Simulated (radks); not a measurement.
Values are calculated unless marked as measured or tabulated.
Initial-state core-level shifts of the argon ion Ar+ when its valence configuration changes from [Ne] 3s2 3p5. Level of theory: non-relativistic Kohn-Sham, PBEsol, spin-polarised, spherical densities, point nucleus; open shells are filled with parallel spins first (a radial shooting solver on a logarithmic mesh with Libxc functionals). Shifts are changes of the shell-averaged eigenvalues in eV (positive: less bound); the change of the density at the nucleus, which sets a Mossbauer isomer shift, is in e/bohr^3, on a base of 3837.

| valence | 1s | 2s | 2p | density at nucleus |
|---|---|---|---|---|
| 3s1 3p6 | -1.186 | -1.216 | -1.190 | -15.6601 |
| 3s1.5 3p5.5 | -0.596 | -0.610 | -0.597 | -7.8125 |
